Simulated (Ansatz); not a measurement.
Born–Oppenheimer molecular dynamics of CH5BFIn (9 atoms, charge 0, multiplicity 1). It starts at the highest image of a converged band. Of that band: Neighbouring images differ by up to 1.4 eV, so the band resolves the path poorly. A vibrational analysis at the climbing image gives one clearly imaginary mode, 356i cm⁻¹: a first-order saddle point.

The calculation used RKS B3LYP-D4/def2-mTZVP in Ansatz 0.2.0.

* ensemble: NVE (velocity Verlet)
* time step: 0.5 fs
* steps asked: 200
* starting velocities drawn for: 300 K
* seed: 4197

First frame:

```xyz
9
Properties=species:S:1:pos:R:3
B -0.764 1.909 -1.132
In -0.120 0.149 -0.057
C 0.216 -1.611 1.190
F 1.452 -2.213 0.914
H -1.175 1.763 -2.236
H -0.372 2.964 -0.752
H 1.215 0.683 -1.212
H -0.566 -2.354 1.022
H 0.203 -1.336 2.247
```

Q: How far do the bonds stretch over the last three quarters of this one trajectory? (Pairs bonded in most of those frames.)

A: 
| bond | mean (Å) | spread (Å) | shortest | longest |
| --- | --- | --- | --- | --- |
| B1–In2 | 2.194 | 0.031 | 2.15 | 2.25 |
| B1–H5 | 1.193 | 0.025 | 1.15 | 1.24 |
| B1–H6 | 1.194 | 0.035 | 1.14 | 1.25 |
| In2–C3 | 2.183 | 0.014 | 2.16 | 2.20 |
| In2–H7 | 1.824 | 0.048 | 1.75 | 1.90 |
| C3–F4 | 1.408 | 0.005 | 1.40 | 1.42 |
| C3–H8 | 1.093 | 0.019 | 1.06 | 1.12 |
| C3–H9 | 1.090 | 0.010 | 1.07 | 1.11 |

Mean temperature of the second half: 186 K. The conserved energy stayed within 0.13 meV per atom of its start (net change 0.075 meV per atom), so the integration is sound. A run of 0.1 ps of so small a system gives no equilibrium averages. The orbitals stay closed-shell, which can raise the energy where a bond breaks towards radicals; this wasn't checked here.

Time of the run: 5.7 min on 2 threads of Intel(R) Xeon(R) 6975P-C (Granite Rapids), on a shared host, peak memory 0.26 GiB.
